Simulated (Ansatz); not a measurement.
Consider the redistribution: `O[Si]1(F)CO1` + `[Cl][W]([Cl])([Cl])([Cl])([Cl])[Cl]` → `F[Si]1(Cl)CO1` + `[OH][W]([Cl])([Cl])([Cl])([Cl])[Cl]`.

Isolated molecules relaxed with PBE0-D4/def2-TZVP in Ansatz; ΔE leaves out vibrations. CCSD(T)/CBS adds triple-zeta CCSD(T) − MP2 to the extrapolated MP2 energy (def2 sets, frozen cores). DFT in def2-TZVPP. def2 core potentials past Kr. For W outer-core shells are correlated without core-valence functions, which leaves a few kJ/mol of doubt a bond. Each species was taken in one conformer, which may not be the lowest.

```json
{"level": "r2SCANh", "ΔE (kJ/mol)": "8.2"}
{"level": "HF/def2-SVP", "ΔE (kJ/mol)": "-12.9"}
```

(1) What does CCSD(T)/CBS give? (An estimate is asked.)

Largest T1 diagnostic among the species: 0.024, so the coupled-cluster value is less sure than usual.

Results:

(1) The calculation gave: +9.6 kJ/mol. The listed levels differ from it by -1.4, -22.5 kJ/mol.

The D4 term adds +3.5 kJ/mol with B3LYP and +1.8 kJ/mol with PBE0; it sums over pairs of atoms, weighted by their polarisabilities, and B3LYP, whose exchange is more repulsive, gets the larger term. At CCSD(T), def2-SVP lies −14.4 kJ/mol from the extrapolated value and def2-TZVPP −1.9 kJ/mol.

B3LYP here is the variant with VWN-RPA as its local correlation; programs differ in this.
